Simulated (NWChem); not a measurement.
System: SiHF, singlet; SMILES F[SiH]

```xyz
3

Si     0.0944     0.5818     0.0000
H     -1.4376     0.7949     0.0000
F      0.0624    -1.0533     0.0000
```
Atoms are numbered in this order, from 1.

All runs: NWChem. Geometry optimised at PBE0/def2-SVP; all other runs use it. Low-valent species are run as closed-shell singlets; no triplet was tried in these runs.

| quantity | level | value |
|---|---|---|
| vertical, lowest state with f > 0.02, singlet (eV) | CAM-B3LYP/def2-SVPD, TDA | 3.07 |
| anisotropy (bohr³), static | CAM-B3LYP/def2-SVPD | ? |
| dipole in solution (D) in n-hexane | PBE0/def2-SVP, SMD | ? |
| −ε(HOMO) (eV) | PBE/def2-SVP | ? |
| dipole (D) | PBE0/def2-SVP | 1.03 |
| highest harmonic frequency (cm⁻¹) | PBE0/def2-SVP | 1986 |

**Question.** Complete the blanks.

**Answer.** 
- anisotropy (bohr³), static, value: 6.0
- dipole in solution (D) in n-hexane, value: 1.12
- −ε(HOMO) (eV), value: 5.74
